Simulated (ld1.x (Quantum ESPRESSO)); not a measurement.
What one change does to a pseudopotential (Ga, ultrasoft)

- Element: Ga (Z = 31)
- Generator: ld1.x (Quantum ESPRESSO) 7.5
- Type: ultrasoft
- Functional: LDA (PZ)
- Relativity: scalar-relativistic
- Frozen core: [Ne]
- Valence charge: 21
- Reference configuration: 3s2 3p6 3d10 4s1 4p0 (charge +2)
- Partial waves: 3s (bound): rcut 1.00, rcutus 1.10 bohr; 4s (bound): rcut 1.00, rcutus 1.10 bohr; 3p (bound): rcut 0.95, rcutus 1.20 bohr; 4p (bound, empty): rcut 0.95, rcutus 1.20 bohr; 3d (bound): rcut 1.15, rcutus 1.40 bohr; 3d channel at -1.55 Ry: rcut 1.15, rcutus 1.40 bohr; 4f channel at 0.45 Ry: rcut 1.15, rcutus 1.30 bohr; 4f channel at 1.25 Ry: rcut 1.15, rcutus 1.30 bohr
- Local potential: all-electron potential smoothed inside 1.25 bohr (lloc = -1)
- Core correction: a·sin(br)/r model core, default radius (core density twice the valence density)
- Augmentation charge: PSQ, inside the norm-conserving radii

All-electron outer shells of the reference configuration (LDA (PZ), scalar-relativistic, ld1.x):

```json
{"shell": "2p", "level (eV)": "-1118.60", "outermost node (bohr)": "–", "outermost maximum (bohr)": "0.15"}
{"shell": "3s", "level (eV)": "-167.91", "outermost node (bohr)": "0.27", "outermost maximum (bohr)": "0.56"}
{"shell": "3p", "level (eV)": "-119.13", "outermost node (bohr)": "0.24", "outermost maximum (bohr)": "0.56"}
{"shell": "3d", "level (eV)": "-39.74", "outermost node (bohr)": "–", "outermost maximum (bohr)": "0.53"}
{"shell": "4s", "level (eV)": "-26.48", "outermost node (bohr)": "0.80", "outermost maximum (bohr)": "1.78"}
{"shell": "4p", "level (eV)": "-18.04", "outermost node (bohr)": "0.86", "outermost maximum (bohr)": "2.10"}
```

Change: all radii but the core radius scaled by about 1.38 (s 1.52, p 1.66, d 1.94, f 1.80 bohr, rcut 1.38/1.32/1.60/1.60); local potential all-electron potential smoothed inside 1.74 bohr (lloc = -1).

Cutoffs: the cutoffs (Ry, on a coarse ladder) from which the occupation-weighted sum of valence levels, in a spherical-Bessel basis at the reference potential, stays within 10 and 1 mRy of its value at 400 Ry; they do not see the model core or the augmentation charge, which bear on the density cutoff. Errors are all-electron minus pseudo energies relative to the spin-unpolarised reference configuration.

What does the change do?

The potential gets softer (90 Ry and 140 Ry → 35 Ry and 55 Ry); the number of tests with a reliable result goes from 9 to 0 (the test run of the changed file stopped, so its transferability is not established); neither file shows a bound ghost. A larger radius leaves more room for a smooth pseudo-wave, so fewer plane waves are needed.

| quantity | base | changed |
| --- | --- | --- |
| cutoff, loose | 90 Ry | 35 Ry |
| cutoff, tight | 140 Ry | 55 Ry |
| loose cutoff by channel (10 mRy a level) | s 70 Ry, p 50 Ry, d 45 Ry | s 21 Ry, p 25 Ry, d 21 Ry |
| bound ghosts | none | none |
| tests with a reliable result | 9 of 9 | 0 of 9 (the test run stopped) |
| lowest overlap eigenvalue by channel | s 0.15, p 0.11, d 0.49, f 0.96 | s 0.71, p 0.82, d 0.08, f 0.97 |
